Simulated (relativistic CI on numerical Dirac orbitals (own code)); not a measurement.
**Electric-dipole lines of As¹⁵⁺**

Computed by Dirac-Coulomb-Breit CI, KLI orbitals optimised for each configuration, model QED (radiative potential, 1s self-energy scaled to tabulated hydrogen-like ionisation energies), unscaled Slater integrals (own radial code, finite nucleus).

CI space (outside the closed core [Ne]): 3s²3p⁶, 3s²3p⁵3d, 3s3p⁶3d, 3s²3p⁵4s, 3s²3p⁵4p, 3s²3p⁵4d, 3s3p⁶4s, 3s²3p⁵4f, 3s3p⁶4p, 3p⁶3d², 3p⁵3d³, 3p⁵3d²4s, 3p⁵3d²4p, 3p⁵3d²4d. Double excitations out of closed p, d and f shells are left out; levels of such configurations are missing from the list, as are those of other unlisted configurations, and high levels can miss mixing partners. These lack a partner that the ground configuration has and come out too high: 3s²3p⁵4f.

```
λ vac (Å)               Lower               Upper   A (s⁻¹)  log gf  S velocity/length
   36.313      3s²3p⁶ ¹S0 [1]  3s²3p⁵4d ³D°1 [52]  7.56e+11   -0.35               0.94
   37.031      3s²3p⁶ ¹S0 [1]  3s²3p⁵4d ¹P°1 [47]  1.77e+12    0.04               0.94
   43.952   3s²3p⁵3d ³P°0 [2]   3s²3p⁵4f ³D1 [55]  9.03e+11   -0.11               0.89
   44.014   3s²3p⁵3d ³P°1 [3]   3s²3p⁵4f ³D2 [56]  1.11e+12    0.21               0.90
   44.116   3s²3p⁵3d ³P°1 [3]   3s²3p⁵4f ³D1 [55]  8.03e+11   -0.15               0.89
   44.205   3s²3p⁵3d ³P°2 [4]   3s²3p⁵4f ³D3 [59]  1.35e+12    0.44               0.90
   44.279  3s²3p⁵3d ³D°1 [10]   3s²3p⁵4f ¹D2 [66]  5.51e+11   -0.09               0.92
   44.331   3s²3p⁵3d ³F°3 [6]   3s²3p⁵4f ³G3 [60]  2.94e+11   -0.22               0.94
   44.360   3s²3p⁵3d ³P°2 [4]   3s²3p⁵4f ³D2 [56]  5.69e+11   -0.08               0.89
   44.534   3s²3p⁵3d ³F°3 [6]   3s²3p⁵4f ³G4 [58]  1.53e+12    0.61               0.95
   44.534   3s²3p⁵3d ³F°4 [5]   3s²3p⁵4f ³G5 [57]  1.78e+12    0.76               0.95
   44.590   3s²3p⁵3d ¹D°2 [9]   3s²3p⁵4f ³G3 [63]  1.52e+12    0.50               0.95
   44.610   3s²3p⁵3d ³F°2 [7]   3s²3p⁵4f ³G3 [60]  1.35e+12    0.45               0.95
   44.871  3s²3p⁵3d ³D°2 [11]   3s²3p⁵4f ³F3 [64]  1.57e+12    0.52               0.94
   44.981  3s²3p⁵3d ¹F°3 [12]   3s²3p⁵4f ³F4 [65]  1.66e+12    0.66               0.96
   45.138   3s²3p⁵3d ³D°3 [8]   3s²3p⁵4f ³F4 [61]  1.53e+12    0.62               0.96
   45.287  3s²3p⁵3d ³D°1 [10]   3s²3p⁵4f ³F2 [62]  8.72e+11    0.13               0.96
   45.393   3s²3p⁵3d ³D°3 [8]   3s²3p⁵4f ³D3 [59]  3.46e+11   -0.13               0.89
   48.707  3s²3p⁵3d ¹P°1 [13]   3s²3p⁵4f ¹D2 [66]  7.26e+11    0.11               1.11
   106.40     3p⁶3d² ³F2 [31]   3p⁵3d³ ³D°1 [173]  4.04e+11    0.31               0.60
   106.89     3p⁶3d² ³F3 [32]   3p⁵3d³ ³D°2 [174]  4.15e+11    0.55               0.60
   107.72     3p⁶3d² ³F4 [33]   3p⁵3d³ ³D°3 [175]  4.34e+11    0.72               0.60
   107.90      3s²3p⁶ ¹S0 [1]  3s²3p⁵3d ¹P°1 [13]  5.00e+11    0.42               0.60
   109.12     3p⁶3d² ¹G4 [39]   3p⁵3d³ ¹F°3 [178]  4.78e+11    0.78               0.63
   110.64     3p⁶3d² ¹G4 [39]   3p⁵3d³ ¹G°4 [177]  5.33e+11    0.94               0.63
   113.06     3p⁶3d² ³F3 [32]   3p⁵3d³ ³F°3 [170]  2.42e+11    0.51               0.67
   113.27     3p⁶3d² ³F4 [33]   3p⁵3d³ ³F°4 [171]  3.85e+11    0.82               0.67
   114.67     3p⁶3d² ³F2 [31]   3p⁵3d³ ³F°2 [165]  2.24e+11    0.34               0.67
   117.94     3p⁶3d² ³P2 [38]   3p⁵3d³ ³P°2 [172]  2.03e+11    0.33               0.74
   120.36     3p⁶3d² ³P2 [38]   3p⁵3d³ ³D°3 [168]  1.41e+11    0.33               0.77
   121.69     3p⁶3d² ¹D2 [35]   3p⁵3d³ ¹F°3 [164]  1.27e+11    0.29               0.74
   126.65     3p⁶3d² ³F3 [32]   3p⁵3d³ ³G°4 [153]  9.79e+10    0.33               0.81
   126.83     3p⁶3d² ³F4 [33]   3p⁵3d³ ³G°5 [154]  1.23e+11    0.51               0.83
   127.62     3p⁶3d² ¹G4 [39]   3p⁵3d³ ¹H°5 [159]  9.51e+10    0.41               0.85
   169.16   3s²3p⁵4p ³D3 [24]   3s3p⁶4p ³P°2 [69]  6.74e+10    0.16               0.50
   170.32   3s²3p⁵3d ³F°4 [5]    3s3p⁶3d ³D3 [16]  4.92e+10    0.18               0.69
   173.55   3s²3p⁵3d ³F°3 [6]    3s3p⁶3d ³D2 [15]  4.65e+10    0.02               0.69
   179.00   3s²3p⁵3d ³F°2 [7]    3s3p⁶3d ³D1 [14]  4.32e+10   -0.21               0.69
   363.53   3s²3p⁵4p ³D1 [28]  3s²3p⁵4d ³F°2 [49]  1.70e+10    0.23               0.93
   367.57   3s²3p⁵4p ³D2 [23]  3s²3p⁵4d ³F°3 [45]  1.67e+10    0.37               0.94
   384.52   3s²3p⁵4p ³D3 [24]  3s²3p⁵4d ³F°4 [44]  1.72e+10    0.54               0.92
   384.84   3s²3p⁵4p ³D2 [30]  3s²3p⁵4d ³F°3 [51]  1.70e+10    0.42               0.93
   386.36   3s²3p⁵4p ³P2 [26]  3s²3p⁵4d ³D°3 [48]  1.30e+10    0.31               0.94
   479.92  3s²3p⁵4d ³F°4 [44]   3s²3p⁵4f ³G5 [57]  7.63e+09    0.46               1.08
   538.05  3s²3p⁵4s ³P°2 [18]   3s²3p⁵4p ³D3 [24]  4.90e+09    0.17               1.11
```

Terms are leading LS components. Brackets give the number of a level in order of energy, since labels repeat. The list gives strong lines, with weight on those to low levels, among the lowest 200 of 912 levels, so that lines to higher ones, which can be the strongest, are missing. Levels whose partners in the same complex of configurations lie outside the list can be far off, and so can their lines. Rates are taken at the computed energies, electric ones in the length gauge. A velocity-to-length ratio far from 1 marks an uncertain rate.

At this charge energies of transitions that change n are usually good to better than 1 %, and those within a shell (Δn = 0) to a few per cent.

LS names give the leading component of a level, which can be under half, so a name can repeat, a term be missing and a line seem to break the LS rules.
